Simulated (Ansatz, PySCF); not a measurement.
System: BaF, charge 1, multiplicity 1. 
Coordinates optimised at B3LYP-D3(BJ)/def2-TZVP (Ansatz, a program for electronic structure):
```xyz
2

Ba     0.0000     0.0000    -0.2900
F      0.0000     0.0000     1.8044
```
Charge +1, spin multiplicity 1.

Quantity: vertical ionisation energy (to the doublet state of charge +2; each state is the SCF solution reached for its spin), in eV. Correlated levels leave the core frozen unless marked. Open shells are spin-unrestricted. No spin-orbit coupling. Frozen are the shells of the preceding noble gas and the d and f shells that filled before the atom's block. The outer core of K, Ca and their heavier congeners is not correlated, a term that matters for these elements. Past Kr the def2 sets carry scalar-relativistic core potentials. CBS(X,Y): correlation extrapolated as X^-3; Hartree-Fock from the larger set.

| level | program | vertical ionisation energy (eV) |
|---|---|---|
| SVWN5/def2-TZVPD | Ansatz | 17.95 |
| PBE/def2-TZVPD | Ansatz | 17.54 |
| r2SCAN/def2-TZVPD | Ansatz | 17.23 |
| B3LYP/def2-TZVPD | Ansatz | 17.41 |
| PBE0/def2-TZVPD | Ansatz | 17.24 |
| BHLYP/def2-TZVPD | Ansatz | 16.88 |
| CAM-B3LYP/def2-TZVPD | Ansatz | 17.39 |
| wB97M-V/def2-TZVPD | Ansatz | 17.24 |
| wB97X-V/def2-TZVPD | Ansatz | 17.24 |
| CCSD/def2-SVPD | Ansatz | 16.89 |
| CCSD/def2-TZVPPD | Ansatz | 16.91 |
| CCSD/def2-QZVPPD | Ansatz | 16.99 |
| CCSD/CBS(def2-TZVPPD,def2-QZVPPD) | Ansatz | 17.05 |
| CCSD(T)/def2-SVPD | Ansatz | 16.97 |
| CCSD(T)/def2-TZVPPD | Ansatz | 17.04 |
| CCSD(T)/def2-QZVPPD | Ansatz | 17.13 |
| CCSD(T)/CBS(def2-TZVPPD,def2-QZVPPD) | Ansatz | 17.20 |

For comparison, minus the highest occupied orbital energy (PySCF): 12.54 eV at TPSS/def2-TZVPD, 12.43 eV at BLYP/def2-TZVPD, 18.68 eV at HF/def2-TZVPD.
